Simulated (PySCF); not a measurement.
**SMILES S=CB1NBNBN1, CH6B3N3S**

Cartesian coordinates in Å; atom numbers follow the order of the lines, from 1:
```xyz
14

S    -2.2845   -2.6936   -0.7010
C    -2.1293   -1.1733   -0.1380
B    -0.7696   -0.3978   -0.0421
N     0.4380   -1.0059   -0.4532
B     1.6911   -0.3485   -0.3855
N     1.6839    0.9750    0.1246
B     0.5132    1.6445    0.5548
N    -0.7083    0.9267    0.4582
H    -3.0521   -0.6913    0.1868
H     0.3869   -1.9502   -0.8089
H     2.6823   -0.8702   -0.7318
H     2.5623    1.4666    0.1850
H     0.5455    2.7403    0.9726
H    -1.5603    1.3771    0.7563
```

Theory: quadratic response PBE0/def2-SVPD first hyperpolarisability, Taylor convention, gas phase in PySCF 2.14.0. Geometry: GFN2-xTB.

Give the tensor of the static β(0;0,0) in the axes of these coordinates.

In au, Taylor convention; rows are the first index (the induced dipole):
```
       xx      yy     zz      xy     xz     yz
x  +289.9  +194.2  +16.3  +249.8  +55.8  +38.3
y  +249.8  +246.6  +34.9  +194.2  +38.3  +45.8
z   +55.8   +45.8  +28.9   +38.3  +16.3  +34.9
```
Norm of βᵢ = ⅓ Σⱼ (βᵢⱼⱼ + βⱼᵢⱼ + βⱼⱼᵢ): 741.5 au, hyper-Rayleigh value 295.2 au.
